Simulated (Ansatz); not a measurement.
H4GeN2, SMILES `[NH2][Ge][NH2]` (excited triplet) (charge 0, multiplicity 3). This triplet is an excited state, 2.50 eV above the relaxed singlet at the level frozen-core CCSD(T)/cc-pVTZ // PBE0-D3(BJ)/def2-TZVP (Ansatz, a program for electronic structure).

Cartesian coordinates (Å):
SMILES: [NH2][Ge][NH2]
```xyz
7

N     -1.5662    -0.0257    -0.2309
Ge     0.0008    -0.0165     0.7825
N      1.5657     0.0354    -0.2329
H     -2.1538     0.7814    -0.0609
H     -2.1215    -0.8618    -0.0958
H      2.1212     0.8652    -0.0641
H      2.1538    -0.7780    -0.0979
```
Charge 0, spin multiplicity 3.

Q: Give the natural occupations of the active orbitals, the CASSCF energy and the corrected energy for frozen-core fic-MRCISD+Q@CASSCF(6e,6o)/cc-pVTZ // PBE0-D3(BJ)/def2-TZVP (Ansatz).

A: 
- natural occupations: 1.98, 1.97, 1.00, 1.00, 0.02, 0.02
- CASSCF energy: -2186.6692 Ha
- corrected energy: -2187.2490 Ha
- weight of the reference: 0.881
